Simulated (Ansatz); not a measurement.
`[SeH][SiH2][TeH]` + H₂ → H₂Se + `[SiH3][TeH]` at 400 K and 1 bar (hydrogenolysis of the Se–Si bond).

Gas-phase electronic energies from Ansatz, PBE0-D4/def2-TZVP geometries. CCSD(T)/CBS is the MP2 limit (def2-TZVPP, def2-QZVPP) plus CCSD(T) − MP2 in def2-TZVPP, frozen cores. This one scheme is used for every species. Elements past krypton have def2 core potentials. For Se, Te outer-core shells are correlated without core-valence functions, which leaves a few kJ/mol of doubt a bond. Scalar relativity is left out up to krypton. One conformer a species, not always the lowest.

```json
{"species": "`[SeH][SiH2][TeH]`", "CCSD(T)/CBS energy (Eh)": "-2959.95331", "H − E (kJ/mol)": "114.4", "S (J/(mol·K))": "385.2"}
{"species": "H₂", "CCSD(T)/CBS energy (Eh)": "-1.17544", "H − E (kJ/mol)": "38.0", "S (J/(mol·K))": "139.0"}
{"species": "H₂Se", "CCSD(T)/CBS energy (Eh)": "-2401.89790", "H − E (kJ/mol)": "49.4", "S (J/(mol·K))": "229.5"}
{"species": "`[SiH3][TeH]`", "CCSD(T)/CBS energy (Eh)": "-559.21313", "H − E (kJ/mol)": "104.4", "S (J/(mol·K))": "319.1"}
```

H − E and S are ideal-gas, rigid-rotor, harmonic terms from PBE0-D4/def2-TZVP, for one conformer and one mirror image of each species. The MP2-based limit puts H₂ 0.8 mEh under its directly extrapolated value; such offsets cancel only in part. 1 Eh = 2625.50 kJ/mol, R = 8.31446 J/(mol·K).

By hand: ΔE, ΔH, ΔS and ΔG.

ΔE = (-2401.89790) + (-559.21313) − (-2959.95331) − (-1.17544) = 0.01772 Eh = 46.5 kJ/mol. Δ(H − E) = 49.4 + 104.4 − 114.4 − 38.0 = 1.4, so ΔH = 47.9 kJ/mol. ΔS = 229.5 + 319.1 − 385.2 − 139.0 = 24.4 J/(mol·K). ΔG = 47.9 − 400 × (24.4)/1000 = 38.1 kJ/mol.

By hand: the equilibrium constant, and the temperature at which ΔG would vanish if ΔH and ΔS stayed fixed.

log₁₀ K = −ΔG/(RT ln 10) = -5.0. ΔG = 0 at ΔH/ΔS = 1963 K.

ΔH outweighs TΔS. A doubt of 5 kJ/mol in ΔE shifts log₁₀ K by 0.7 here. Other conformers and mirror images would add mixing entropy, several J/(mol·K) or more a flexible species. These are equilibria of isolated gas molecules and say nothing of rates. Largest T1 diagnostic: 0.011 (customary marks: 0.02 for closed shells, 0.045 for open ones).
